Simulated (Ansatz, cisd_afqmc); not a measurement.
System: Ge, charge 0, triplet.

Total energies in aug-cc-pVQZ-DK, 4 correlated electrons, 14 frozen orbitals. Open shells are spin-unrestricted; no spin-orbit coupling. The -DK rows use spin-free X2C. The Monte Carlo rows (phaseless AFQMC, CISD trial, step 0.005/hartree) carry one-sigma bars that omit the constraint's bias. Outlying blocks are dropped, and bars are widened where a walk drifts. Over all cases where full CI ran beside it in this data, AFQMC minus full CI had a median of +0.1 mEh and passed +0.4 mEh in a tenth of the cases.

```
method         program          energy (Eh)  minus CCSDT(Q) (mEh)
----------  ----------  -------------------  --------------------
HF              Ansatz          -2097.07020                 69.25
MP2             Ansatz          -2097.12377                 15.67
CCSD            Ansatz          -2097.13687                  2.58
CCSD(T)         Ansatz          -2097.13894                  0.51
CCSDT(Q)        Ansatz          -2097.13945                  0.00
AFQMC/CISD  cisd_afqmc  -2097.1392 ± 0.0001             0.2 ± 0.1
```

Ansatz is an electronic-structure program.
